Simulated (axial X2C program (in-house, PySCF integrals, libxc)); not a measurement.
## Bond lengths and stretching modes, held linear, of RuCO⁺

Computed with an axial X2C code built on PySCF integrals: two-component X2C with atomic mean-field Coulomb and Gaunt terms, Gaussian nuclei, basis Ru dyall-v3z, C dyall-v3z, O dyall-av3z with contracted cores. Spin-free rows use the one-electron spin-free X2C Hamiltonian.

Masses Ru 101.904, C 12.000, O 15.995 u. States: 2c Ω = 3/2 (beyond evenly filled blocks: ω = 1/2, ω = -3/2, ω = 5/2); spin-free M_S = 3/2, Λ = 0 (beyond evenly filled blocks: σα, δ+α, δ-α).

PBE0, 2c: energies above the lowest point

```
r(Ru–C) (Å)  r(C–O) (Å)  E (meV)
     1.8691      1.0969    72.60
     1.8691      1.1250    18.46
     1.8691      1.1531    63.61
     1.9170      1.0969    48.08
     1.9170      1.1250     0.00
     1.9170      1.1531    51.02
     1.9170      1.1813   183.92
     1.9649      1.0969    58.88
     1.9649      1.1250    16.16
     1.9649      1.1531    72.39
     2.0129      1.1250    58.70
     2.0129      1.1813   262.05
```

Task: Fit a quadratic surface with cubic terms in each bond: where is the minimum, and what are the two stretching wavenumbers?

Result: At PBE0, 2c: bonds 1.917 and 1.124 Å; harmonic stretches 427.9 and 2240.9 cm⁻¹; force constants 2.4, 20.2 and coupling 0.62 mdyn/Å.

The other levels and Hamiltonians give:

```csv
Hamiltonian,level,r(Ru–C) (Å),r(C–O) (Å),lower stretch (cm⁻¹),upper stretch (cm⁻¹)
2c,LDA,1.840,1.135,495.6,2156.8
spin-free,PBE0,1.916,1.124,429.3,2240.8
spin-free,HF,1.743,1.100,606.6,2468.4
spin-free,LDA,1.839,1.135,496.7,2156.9
spin-free,MP2,1.924,1.138,403.1,2128.8
```

Each state is one determinant, the lowest of a limited PBE0 search; the stretches come from a fit to these few points and carry an uncertainty of a few per cent. Other orders of the atoms were not compared. Left out for rough or failed fits: HF 2c, MP2 2c. The levels spread by more than a fifth, so the stretches depend strongly on the method. MP2 freezes inner shells (threshold -2 hartree). The molecule was held linear; bending was not examined, so a bent shape may lie lower. Note: several unpaired electrons, one determinant need not be a pure state.
